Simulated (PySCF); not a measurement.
## Excitation energy of I by level of theory

I [Kr] 4d10 5s2 5p5 (2P) → I [Kr] 4d10 5s2 5p4 5d1 (high-spin determinant), as a difference of total energies. All numbers are calculated (PySCF 2.14, a scalar-relativistic core potential, in aug-cc-pVDZ-PP with ECP28MDF). Correlated levels: valence: 4s2 4p6 4d10 frozen. The calculations carry no spin-orbit coupling.

```csv
method,excitation energy (cm⁻¹)
UHF,71973
LDA,76313
PBE,73686
PBE0,74406
r2SCAN,75125
B3LYP,76123
M06,74944
revPBE,73096
TPSSh,74878
MP2 (valence),76921
SCS-MP2 (valence),76846
```

The promoted electron is Rydberg-like, and one or two diffuse shells describe it only roughly, which tends to raise the upper state.

In the upper state the promoted electron has a positive orbital energy at LDA, PBE, PBE0, r2SCAN, B3LYP, M06, revPBE, TPSSh, so the basis confines it.

The determinant of the upper state mixes LS terms, which raises its energy above the lowest term, most at the Hartree-Fock and MP2 levels.
